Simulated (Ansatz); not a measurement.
C10H8S, SMILES c1ccc(s1)-c1ccccc1. Atoms are numbered in the order given.

```xyz
19

C      0.0929    -3.5030     0.0000
C      1.2440    -2.7097     0.0000
C      1.1420    -1.3190     0.0000
C     -0.1152    -0.6808     0.0000
C     -0.2346     0.7784     0.0000
C     -1.3788     1.5612     0.0000
C     -1.1137     2.9557     0.0000
C      0.2330     3.2383     0.0000
S      1.1795     1.8013     0.0000
C     -1.2670    -1.4952     0.0000
C     -1.1622    -2.8852     0.0000
H      0.1725    -4.5936     0.0000
H      2.2331    -3.1770     0.0000
H      2.0554    -0.7160     0.0000
H     -2.3865     1.1426     0.0000
H     -1.8882     3.7255     0.0000
H      0.7226     4.2122     0.0000
H     -2.2580    -1.0350     0.0000
H     -2.0720    -3.4928     0.0000
```
Charge 0, spin multiplicity 1.

The structure is a stationary point at r2SCAN-D4/def2-SVP. Other conformers were not sampled.

Two levels are set side by side: PBE-D3(BJ)/def2-SVP (Ansatz, a first-principles code) and r2SCAN-D4/def2-SVP (Ansatz). Each level has its own optimised geometry; the coordinates shown are those of the second. Differences are taken from unrounded values.

| quantity | r2SCAN-D4 |
|---|---|
| mean bond length (Å) | 1.313 |
| bond C1–C2 (Å) | 1.398 |
| bond C1–C11 (Å) | 1.399 |
| bond C2–C3 (Å) | 1.394 |
| bond C3–C4 (Å) | 1.410 |
| bond C4–C5 (Å) | 1.464 |
| bond C4–C10 (Å) | 1.411 |
| bond C5–C6 (Å) | 1.386 |
| bond C5–S9 (Å) | 1.745 |
| bond C6–C7 (Å) | 1.420 |
| bond C7–C8 (Å) | 1.376 |
| bond C8–S9 (Å) | 1.721 |
| bond C10–C11 (Å) | 1.394 |
| bond C1–H12 (Å) | 1.094 |
| bond C2–H13 (Å) | 1.094 |
| bond C3–H14 (Å) | 1.094 |
| bond C6–H15 (Å) | 1.091 |

Q: What does PBE-D3(BJ) give, and how far is it from r2SCAN-D4? (Estimate from the structure and the level; the computed values follow.)

A: 
| quantity | PBE-D3(BJ) | PBE-D3(BJ) minus r2SCAN-D4 |
|---|---|---|
| mean bond length (Å) | 1.319 | 0.006 |
| bond C1–C2 (Å) | 1.404 | 0.006 |
| bond C1–C11 (Å) | 1.405 | 0.006 |
| bond C2–C3 (Å) | 1.400 | 0.005 |
| bond C3–C4 (Å) | 1.416 | 0.006 |
| bond C4–C5 (Å) | 1.467 | 0.003 |
| bond C4–C10 (Å) | 1.416 | 0.006 |
| bond C5–C6 (Å) | 1.393 | 0.006 |
| bond C5–S9 (Å) | 1.754 | 0.008 |
| bond C6–C7 (Å) | 1.424 | 0.005 |
| bond C7–C8 (Å) | 1.383 | 0.007 |
| bond C8–S9 (Å) | 1.729 | 0.008 |
| bond C10–C11 (Å) | 1.400 | 0.006 |
| bond C1–H12 (Å) | 1.100 | 0.007 |
| bond C2–H13 (Å) | 1.101 | 0.007 |
| bond C3–H14 (Å) | 1.101 | 0.007 |
| bond C6–H15 (Å) | 1.098 | 0.007 |

Here PBE gives about what the other level gives.
